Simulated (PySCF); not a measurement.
Xenon: a sound run and one with changed settings

Sound run: Xe²⁺ [Kr] 4d10 5s2 5p4, Xe³⁺ [Kr] 4d10 5s2 5p3. All numbers are calculated (PySCF 2.14, scalar relativity through the core potential, in def2-SVP with the def2 core potential (28 electrons) (6s5p3d2f, 50 functions)). In the sound run the correlated levels freeze 4s2 4p6 4d10 outside the core potential. The sound run starts from symmetry-adapted Hartree-Fock orbitals and uses a fine grid where one is needed.

A second run was set up differently.

```tsv
species	method	sound run (hartree)	changed run (hartree)	converged
Xe²⁺	MP2	-327.22949	-327.68915	yes
Xe³⁺	MP2	-326.12738	-326.58144	yes
```

Ionisation energy of Xe²⁺:

```tsv
method	sound run (eV)	changed run (eV)
UHF	29.383	29.383
MP2	29.990	30.142
SCS-MP2	30.053	30.159
```

Q: What was changed?
A. level shift left on
B. minimal basis
C. basis contracted for another Hamiltonian
D. all electrons correlated in a valence basis

A: D. A valence basis has no tight correlating functions, so it recovers only part of the core correlation, and not evenly between atom and ion.
